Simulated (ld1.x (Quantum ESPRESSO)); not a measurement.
# Transferability test, ultrasoft potential for Ge (Z = 32)

| Property | Result |
| --- | --- |
| Element | germanium (Ge) |
| Generator | ld1.x (Quantum ESPRESSO) 7.5 |
| Type | ultrasoft |
| Functional | LDA (PZ) |
| Relativity | scalar-relativistic |
| Frozen core | [Ar] 3d10 |
| Valence charge | 4 |
| Reference configuration | 4s1 4p3 |
| Partial waves | 4s (bound): rcut 1.65, rcutus 1.90 bohr; 4s channel at 2.15 Ry: rcut 1.65, rcutus 1.90 bohr; 4p (bound): rcut 1.50, rcutus 1.95 bohr; 4p channel at 2 Ry: rcut 1.50, rcutus 1.95 bohr |
| Local potential | all-electron potential smoothed inside 1.80 bohr (lloc = -1) |
| Core correction | none |
| Augmentation charge | built from norm-conserving waves at rcut, not smoothed further |

Energies are relative to the spin-unpolarised reference configuration 4s1 4p3; without spin polarisation the order of configurations can differ from experiment. Spin-polarised rows fill each open shell by Hund’s rule, majority spin first.

(1) Give the all-electron excitation energy and the error of the potential for: 4s2 4p2; 4s2 4p1; 4s2 4p0; 4s0 4p4; 4s2 4p2.3; 4s2 4p1.5; 4s1 4p2; 4s1 4p3 (spin-polarised); 4s2 4p2 (spin-polarised).

Answers

(1)

```tsv
valence configuration	charge	ΔE all-electron (eV)	error AE − PS (meV)
4s2 4p2	0	-8.044	+16
4s2 4p1	+1	-0.407	+17
4s2 4p0	+2	15.308	+34
4s0 4p4	0	8.316	+18
4s2 4p2.3	-0.3	-8.971	+15
4s2 4p1.5	+0.5	-5.155	+16
4s1 4p2	+1	8.370	+3.3
4s1 4p3 (spin-polarised)	0	-2.620	+815
4s2 4p2 (spin-polarised)	0	-8.607	+87
```
